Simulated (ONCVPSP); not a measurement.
# Before and after: ONCV potential for vanadium

- Element: V (Z = 23)
- Generator: ONCVPSP 4.0.1
- Type: optimised norm-conserving Vanderbilt (ONCV)
- Functional: revPBE
- Relativity: scalar-relativistic
- Frozen core: [Ne]
- Valence charge: 13
- Reference configuration: 3s2 3p6 3d3 4s1.5 (charge +0.5)
- Partial waves: 3s+4s: rc 1.60 bohr, ncon 4, nbas 8, qcut 5.7 1/bohr, 2 projectors; 3p: rc 1.55 bohr, ncon 3, nbas 7, qcut 9.9 1/bohr, 2 projectors, debl 1.9 Ha; 3d: rc 2.00 bohr, ncon 4, nbas 8, qcut 8.2 1/bohr, 3 projectors, debl 2.3 Ha
- Local potential: polynomial inside 1.40 bohr (lpopt 5, dvloc0 0 Ha)
- Core correction: Teter function, fcfact 4, rcfact 1.15

Change: s: qcut 6.5.

Cutoffs: the cutoffs (Ha) at which the residual kinetic energy of the hardest occupied pseudo-wave falls to 1 and 0.1 mHa per electron; they do not see the model core or the augmentation charge, which bear on the density cutoff. Errors are all-electron minus pseudo energies relative to the spin-unpolarised reference configuration.

Question: How do hardness, ghosts and transferability respond?

Answer: The potential gets neither clearly harder nor softer (25 Ha and 29 Ha → 25 Ha and 29 Ha); the d channel sets the loose cutoff, while the largest relative change is in s, which becomes harder; of the 4 tests that both files solve, the error grows in 0 and shrinks in 1 by more than 15 % and 0.3 meV (median size 0.9 → 0.7 meV); neither file shows a bound ghost.

| quantity | base | changed |
| --- | --- | --- |
| cutoff, loose | 25 Ha | 25 Ha |
| cutoff, tight | 29 Ha | 29 Ha |
| loose cutoff by channel | s 8.7 Ha, p 24 Ha, d 25 Ha | s 14 Ha, p 24 Ha, d 25 Ha |
| bound ghosts | none | none |
| GHOST(+) flags under 300 eV | none | none |
| error for 3s2 3p6 3d3 4s2, meV [ΔE -3.06 eV] | +0.5 | +0.5 |
| error for 3s2 3p6 3d3 4s1, meV [ΔE 4.60 eV] | -0.2 | -0.1 |
| error for 3s2 3p6 3d3 4s0, meV [ΔE 18.75 eV] | -1.3 | -1.0 |
| error for 3s2 3p6 3d2 4s2, meV [ΔE 7.85 eV] | +108 | +108 |
| s: phases at 1.63 bohr within 0.05 rad from the reference energy up to (Ha; the scan ends near 5) | to the end of the scan | to the end of the scan |
| p: phases at 1.58 bohr within 0.05 rad from the reference energy up to (Ha; the scan ends near 5) | to the end of the scan | to the end of the scan |
| d: phases at 2.03 bohr within 0.05 rad from the reference energy up to (Ha; the scan ends near 5) | to the end of the scan | to the end of the scan |
| rms error of d²Exc/dni dnj with the model core, mHa | 0.94 | 0.87 |
